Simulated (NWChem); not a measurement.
System: BGeH4F; SMILES F[BH][GeH3]

All runs: NWChem. Pople sets run with spherical d functions. Coordinates come from a PBE-D3(BJ)/def2-SVP optimisation. B3LYP is NWChem's, with the RPA form of VWN correlation. Vertical excitations in the gas phase; the lowest state need not have the same character in each row.

```json
[
 {"level": "PBE/6-31G*, full TDDFT", "lowest excitation, singlet (eV)": "4.56", "oscillator strength of that lowest state": "0.004", "lowest state with f > 0.02, singlet (eV)": "6.22", "oscillator strength of that bright state": "0.050", "orbital gap (eV)": "4.30"},
 {"level": "B3LYP/6-31G*, full TDDFT", "lowest excitation, singlet (eV)": "4.82", "oscillator strength of that lowest state": "0.005", "lowest state with f > 0.02, singlet (eV)": "6.98", "oscillator strength of that bright state": "0.049", "orbital gap (eV)": "6.20"},
 {"level": "LDA (Slater exchange, VWN5)/6-31G*, full TDDFT", "lowest excitation, singlet (eV)": "?", "oscillator strength of that lowest state": "0.003", "lowest state with f > 0.02, singlet (eV)": "?", "oscillator strength of that bright state": "0.052", "orbital gap (eV)": "?"},
 {"level": "Hartree-Fock/6-31G*, TDHF", "lowest excitation, singlet (eV)": "5.54", "oscillator strength of that lowest state": "0.010", "lowest state with f > 0.02, singlet (eV)": "9.16", "oscillator strength of that bright state": "0.069", "orbital gap (eV)": "13.37"}
]
```

**Question.** Fill in the missing entries.

**Answer.** 
- LDA (Slater exchange, VWN5)/6-31G*, full TDDFT, lowest excitation, singlet (eV): 4.45
- LDA (Slater exchange, VWN5)/6-31G*, full TDDFT, lowest state with f > 0.02, singlet (eV): 6.06
- LDA (Slater exchange, VWN5)/6-31G*, full TDDFT, orbital gap (eV): 4.14
